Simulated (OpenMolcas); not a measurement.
# Co⁶⁺: effect of the level shift or regulariser

```json
{
  "Program": "OpenMolcas 26.06",
  "Basis": "ANO-RCC-VQZP [7s6p4d3f2g1h]",
  "Scalar Hamiltonian": "DKH2, point nucleus",
  "Active space": "3 electrons in 10 orbitals (3d 4d)",
  "State averaging": "2S+1 = 4 even, 10 roots; 2S+1 = 2 even, 40 roots",
  "Spin-orbit coupling": "state interaction with AMFI integrals over the reference wave functions, term energies averaged over their components"
}
```

Methods on the same reference wave functions:
A. CASSCF
B. MS-CASPT2, IPEA 0.25 Eh, imaginary shift 0.1 Eh (closed shells correlated: 3s 3p)
C. MS-CASPT2, IPEA 0.25 Eh, sigma2 regulariser 0.3 Eh (closed shells correlated: 3s 3p)

Energies in cm⁻¹ above 3d³ ⁴F_3/2, the measured ground level; measured values from Sugar and Corliss, J. Phys. Chem. Ref. Data 10, 1097 (1981).

| Level | A | B | C | Measured |
| --- | --- | --- | --- | --- |
| 3d³ ⁴F_3/2 | 0.0 | 0.0 | 0.0 | 0.0 |
| 3d³ ⁴F_5/2 | 725 | 731 | 731 | 698 |
| 3d³ ⁴F_7/2 | 1698 | 1707 | 1707 | 1610 |
| 3d³ ⁴F_9/2 | 2882 | 2890 | 2890 | 2723 |
| 3d³ ⁴P_1/2 | 25279 | 21940 | 21940 | 21096 |
| 3d³ ⁴P_3/2 | 25517 | 22170 | 22170 | 21304 |
| 3d³ ²G_7/2 | 25993 | 23740 | 23740 |  |
| 3d³ ⁴P_5/2 | 26463 | 23130 | 23130 | 22187 |
| 3d³ ²G_9/2 | 26934 | 24710 | 24710 |  |
| 3d³ ²P_3/2 [58 %] | 34298 | 30200 | 30200 |  |
| 3d³ ²P_1/2 | 34326 | 30510 | 30510 |  |
| 3d³ ²H_9/2 | 34404 | 33100 | 33100 |  |
| 3d³ ²H_11/2 | 35083 | 33810 | 33810 |  |
| 3d³ ²D_3/2(1) [61 %] | 37867 | 33470 | 33470 |  |
| 3d³ ²D_5/2(1) | 38088 | 33370 | 33370 |  |
| 3d³ ²F_7/2 | 58740 | 53280 | 53280 |  |
| 3d³ ²F_5/2 | 59148 | 53690 | 53690 |  |
| 3d³ ²D_5/2(2) | 90953 | 83350 | 83350 |  |
| 3d³ ²D_3/2(2) | 91399 | 83770 | 83770 |  |

Deviations, from unrounded energies. A percentage is the sum of absolute deviations over the sum of measured energies, with the sign that they share, or ± where signs differ.

| Against measurement | Levels | A | B | C |
| --- | --- | --- | --- | --- |
| mean absolute deviation (cm-1) | 6 | 2200 | 490 | 490 |
| fine structure of the ground term (%) | 3 | +5.5 | +5.8 | +5.8 |
| other terms of the ground configuration (%) | 3 | +19.6 | +4.1 | +4.1 |

B, C lie about equally close to measurement and A furthest from it. The largest miss of C in the table is 3d³ ⁴P_5/2, by +940 cm-1. The ranking rests on the paired levels alone, and a cruder setting can come out closer through cancelling errors.

Between B and C no level of the table moves by more than 5 cm-1.

The two smallest mean deviations differ by little beside CASPT2's spread within terms, so their order carries little weight.

From A to B the spin-free energies of the other terms of 3d³ shown, above ⁴F, scale by factors of 0.86 to 0.96, as is usual when dynamic correlation screens the repulsion within a d or f shell.

The lowest spin-free term lies below A's lowest term by 0.341 hartree in B, 0.341 hartree in C.

CASPT2 breaks the degeneracy within a term, and the mean is taken; among the terms shown or strongly mixed into the levels shown the widest spread is 720 cm-1 (3d³ ⁴F, C). Active for correlation alone: 4d; no level in the range computed is led by a configuration that fills it, so any true level of that kind is missing. Without dynamic correlation excited terms often stand tens of per cent too high (terms of higher spin than the ground term too low), and those without a measured partner can miss by more than the paired ones (holds for A). The CASPT2 spread within a term exceeds the gap to the next term for 3d³ ²D(1) and 3d³ ²H, so the order of their levels is uncertain (holds for B; C). Computed and measured levels are paired by configuration, term and J; levels that our copy of the source lacks, or whose pairing is in doubt (as where it misses far off the trend of its configuration), stay unpaired and out of the deviations. Only configurations of the active space appear.

A share in square brackets marks a mixed level and gives the weight of the term that names it, the lowest over the columns. A number in round brackets counts repeated terms of one configuration in the order of the reference energies.
